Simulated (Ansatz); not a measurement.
Li₂Cl₂⁺, relaxed as a doublet with UKS PBE-D4/def2-TZVP in Ansatz, starting from the GFN2-xTB geometry. Force threshold 0.02 eV/Å.

In the doublet, Cl3 and Cl4 lie 2.68 Å apart (atoms count from 1), so these atoms are partly bonded to each other. The structure comes from a short search, and lower isomers may exist.

Start:

```xyz
4

Li    0.1951    1.7321    0.6131
Li   -0.1936   -1.7300   -0.6172
Cl    1.2588   -0.2264    0.2582
Cl   -1.2603    0.2242   -0.2541
```

```
step  energy (eV)  largest force component (eV/Å)  SCF passes
   1  -25440.8582                           0.356          26
   2  -25440.8797                           0.141          27
   3  -25440.8854                           0.012          28
```

Force components are those of the run's own axes.

End:

```xyz
4

Li    0.197    1.771    0.626
Li   -0.196   -1.769   -0.631
Cl    1.295   -0.235    0.265
Cl   -1.296    0.234   -0.260
```

By distances, no bond broke or formed. The bond that changes most is Li2–Cl4, from 2.26 to 2.32 Å (atoms count from 1).

No frequencies were taken in this run, so the end may be a saddle point.

Hardware: 4 threads of Arm Neoverse N1 on a shared host. Wall time 6 s.
